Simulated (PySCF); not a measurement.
Cu(OH2)2 (CuH4O2), SMILES [OH2]->[Cu+]<-[OH2], charge +1, multiplicity 1. Heavy atoms are numbered as in [Cu+:1](<-[OH2:2])<-[OH2:5]. Hydrogens are named by the atom that carries them.

Geometry: r2SCAN-D4/def2-TZVP. The spin state was assumed, not searched.

Level of theory: PBE0/pcSseg-1 (PySCF).

GIAO shieldings, no solvent; atoms alike by connectivity are averaged. δ = σ(ref) − σ: ¹⁷O against H2O (σ = 334.2 ppm); ¹H against TMS (σ = 31.56 ppm), references at their B3LYP-D3(BJ)/def2-TZVP geometries, non-relativistic.

```csv
nucleus,atoms,count,δ (ppm)
¹⁷O,O2 (OH2),2,-30.7
¹H,H on O2,4,3.29
```
